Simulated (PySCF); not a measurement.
H$_{3}$O$_{4}$S, charge +1, singlet, geometry from GFN2-xTB; PBE/pcseg-1 run with PySCF.

The PySCF input:
```python
from pyscf import gto, scf, dft

mol = gto.Mole()
mol.atom = '''
    O    -0.929278   -1.101071    0.470382
    S    -0.306485    0.065772    0.035923
    O    -0.281775    1.309902    0.673807
    O    -0.160403    0.136181   -1.481922
    O     1.515097   -0.435306    0.326346
    H     0.027381    0.993146   -1.882323
    H     2.021185    0.068917    0.994956
    H     1.706061   -1.392054    0.403685
'''
mol.basis = 'pcseg-1'
mol.charge = 1
mol.spin = 0
mol.verbose = 4
mol.build()

mf = dft.RKS(mol)
mf.xc = 'pbe'
mf.kernel()
mf.analyze()
```

The log (banner, timings and long lists left out):

```
PySCF version 2.14.0

[INPUT] verbose = 4
[INPUT] num. atoms = 8
[INPUT] num. electrons = 50
[INPUT] charge = 1
[INPUT] spin (= nelec alpha-beta = 2S) = 0
[INPUT] symmetry False subgroup None
[INPUT] Mole.unit = angstrom
[INPUT] Symbol           X                Y                Z      unit          X                Y                Z       unit  Magmom
[...]
nuclear repulsion = 295.311051302766
number of shells = 21
number of NR pGTOs = 165
number of NR cGTOs = 89
basis = pcseg-1
ecp = {}

******** <class 'pyscf.dft.rks.RKS'> ********
method = RKS
initial guess = minao
damping factor = 0
level_shift factor = 0
DIIS = <class 'pyscf.scf.diis.CDIIS'>
diis_start_cycle = 1
diis_space = 8
diis_damp = 0
SCF conv_tol = 1e-09
SCF conv_tol_grad = None
SCF max_cycles = 50
direct_scf = True
direct_scf_tol = 1e-13
XC library pyscf.dft.libxc version 7.1.2
    S. Lehtola, C. Steigemann, M. J. T. Oliveira, and M. A. L. Marques,  SoftwareX 7, 1–5 (2018)
XC functionals = pbe
    J. P. Perdew, K. Burke, and M. Ernzerhof,  Phys. Rev. Lett. 77, 3865 (1996)
    J. P. Perdew, K. Burke, and M. Ernzerhof,  Phys. Rev. Lett. 78, 1396 (1997)
    J. P. Perdew, K. Burke, and M. Ernzerhof,  Phys. Rev. Lett. 77, 3865 (1996)
    J. P. Perdew, K. Burke, and M. Ernzerhof,  Phys. Rev. Lett. 78, 1396 (1997)
radial grids:
    Treutler-Ahlrichs [JCP 102, 346 (1995); DOI:10.1063/1.469408] (M4) radial grids

becke partition: Becke, JCP 88, 2547 (1988); DOI:10.1063/1.454033
pruning grids: <function nwchem_prune>
grids dens level: 3
symmetrized grids: False
atomic radii adjust function: <function treutler_atomic_radii_adjust>
small_rho_cutoff = 0
Set gradient conv threshold to 3.16228e-05
Initial guess from minao.
tot grids = 104632
init E= -701.658715492334
[...]
cycle= 1 E= -699.640759797692  delta_E= 2.02  |g|= 1.25  |ddm|= 3.41
[...]
cycle= 2 E= -698.351318908561  delta_E= 1.29  |g|= 2.85  |ddm|= 3.56
[...]
cycle= 3 E= -699.887201807062  delta_E= -1.54  |g|= 0.554  |ddm|= 2.74
[...]
cycle= 4 E= -699.939969669711  delta_E= -0.0528  |g|= 0.179  |ddm|= 0.518
[...]
cycle= 5 E= -699.94556989061  delta_E= -0.0056  |g|= 0.0481  |ddm|= 0.14
[...]
cycle= 6 E= -699.945939533799  delta_E= -0.00037  |g|= 0.0221  |ddm|= 0.0488
[...]
cycle= 7 E= -699.946026436569  delta_E= -8.69e-05  |g|= 0.00696  |ddm|= 0.0194
[...]
cycle= 8 E= -699.946033745784  delta_E= -7.31e-06  |g|= 0.00358  |ddm|= 0.00702
[...]
cycle= 9 E= -699.946036224354  delta_E= -2.48e-06  |g|= 0.000326  |ddm|= 0.00271
[...]
cycle= 10 E= -699.946036246041  delta_E= -2.17e-08  |g|= 7.11e-05  |ddm|= 0.000368
[...]
cycle= 11 E= -699.94603624708  delta_E= -1.04e-09  |g|= 1.12e-05  |ddm|= 6.8e-05
[...]
cycle= 12 E= -699.946036247097  delta_E= -1.73e-11  |g|= 1.47e-06  |ddm|= 1.02e-05
[...]
Extra cycle  E= -699.946036247102  delta_E= -4.32e-12  |g|= 3.3e-06  |ddm|= 3.88e-06
converged SCF energy = -699.946036247102
**** SCF Summaries ****
Total Energy =                        -699.946036247101802
Nuclear Repulsion Energy =             295.311051302765918
One-electron Energy =                -1538.389317053641662
Two-electron Energy =                  543.132229503773942
Two-electron Coulomb Energy =          603.648893571078020
DFT Exchange-Correlation Energy =      -60.516664067304120
HOMO-LUMO gap [eV] =                     6.095310554254507
**** MO energy ****
[...]
 ** Mulliken pop on meta-lowdin orthogonal AOs  **
 ** Mulliken pop  **
 ** Mulliken atomic charges  **
charge of    0O =     -0.57114
charge of    1S =      1.98920
charge of    2O =     -0.60132
charge of    3O =     -0.53302
charge of    4O =     -0.49636
charge of    5H =      0.40651
charge of    6H =      0.40321
charge of    7H =      0.40292

WARN: System has nonzero charge 1; the dipole moment is origin-dependent.
Location of origin: [0. 0. 0.]

Dipole moment(X, Y, Z, Debye):  4.65380,  0.00097, -0.72980
```
